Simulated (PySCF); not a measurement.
Compound: C2H6OSi.
SMILES: `O=C[SiH2]C`

A linear-response calculation (PySCF, def2-SVPD basis, gas phase, vertical, core orbitals frozen in the response) gave these numbers; the functional is withheld.

Orbital energies (eV): HOMO-3 -10.87, HOMO-2 -9.47, HOMO-1 -9.30, HOMO -6.84, LUMO -1.83, LUMO+1 0.09, LUMO+2 0.39.

```tsv
state	E (eV)	f	main configurations (H = HOMO, L = LUMO)
S1	3.25	0.0005	H→L (99%)
S2	6.00	0.0040	H→L+1 (95%)
S3	6.29	0.048	H→L+2 (96%)
S4	6.46	0.0021	H-1→L (99%)
S5	6.84	0.018	H-2→L (76%), H→L+3 (21%)
S6	7.16	0.144	H→L+3 (67%), H-2→L (14%), H→L+4 (10%)
```

Triplets, Tamm–Dancoff:

```csv
state,E (eV),λ (nm),"main configurations (H = HOMO, L = LUMO)"
T1,2.57,481.8,H→L (99%)
T2,5.68,218.1,"H-4→L (48%), H-2→L (36%), H-5→L (13%)"
T3,5.86,211.7,H→L+1 (96%)
T4,6.04,205.3,H→L+2 (94%)
```

Vertical ionisation energy by ΔSCF with the same functional: 9.40 eV. Mean static polarisability: 57.1 au.

Task: Which of these was used?
A. PBE
B. HF
C. B3LYP
D. wB97X-D

Result: C. B3LYP is a global hybrid with 20% exact exchange. In this run −ε(HOMO) = 6.84 eV differs from the ΔSCF value by -2.56 eV, and S1 differs from the orbital gap of 5.01 eV by -1.75 eV. The ratio −ε(HOMO)/IP is 0.73. Usual ranges for neutral molecules in this basis: 0.67 to 0.83 with B3LYP, 0.5 to 0.7 with PBE, 0.89 to 0.99 with wB97X-D; Hartree–Fock can't fall below 1, since the ion's relaxation only lowers the ΔSCF value.

Method used: PySCF 2.14.0, density-fitted response routines, TDDFT B3LYP/def2-SVPD, vertical, gas phase, core orbitals frozen in the response. One conformer (not necessarily the lowest) at the PBE0-D3(BJ)/def2-SVP geometry, without solvent, vibrations or thermal averaging.

Hardware: Arm Neoverse V1, one thread (shared host). Cost: 26 s wall.

The values belong to the conformer `[CH3:1][SiH2:2][CH:3]=[O:4]`: C1–Si2–C3–O4 -1°.
